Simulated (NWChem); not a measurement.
Correlation energy of F2Si (+1)

```
Si
F 1 1.5846
F 1 1.5846 2 120.24
```
Charge +1, spin multiplicity 2.

All runs are NWChem calculations. All single points use one geometry, from UPBE/def2-SVP, a minimum by its harmonic frequencies.

Basis set: 3-21G. Each correlation energy counts from its own Hartree-Fock reference.

The correlated methods keep 7 core orbitals frozen. This spin state was chosen for the runs; another may lie lower. The structure started from a generated list of species. The unpaired electrons of the parent sit in orbitals of symmetry a1 (C2v labels of the run); other states weren't searched. No SCF solution was tested for a lower state. Open-shell Hartree-Fock references start from PBE0 orbitals. Coupled-cluster values serve here as a point of comparison, not as the truth.

Task: One of these methods gave a correlation energy of -270.1 mHa. Which?
A. SCS-UMP2
B. CCSD(T) on UHF
C. UMP2
D. CCSDT on ROHF

Result: A, SCS-UMP2. The others give -290.3 (CCSDT on ROHF), -280.7 (UMP2), -287.9 (CCSD(T) on UHF).
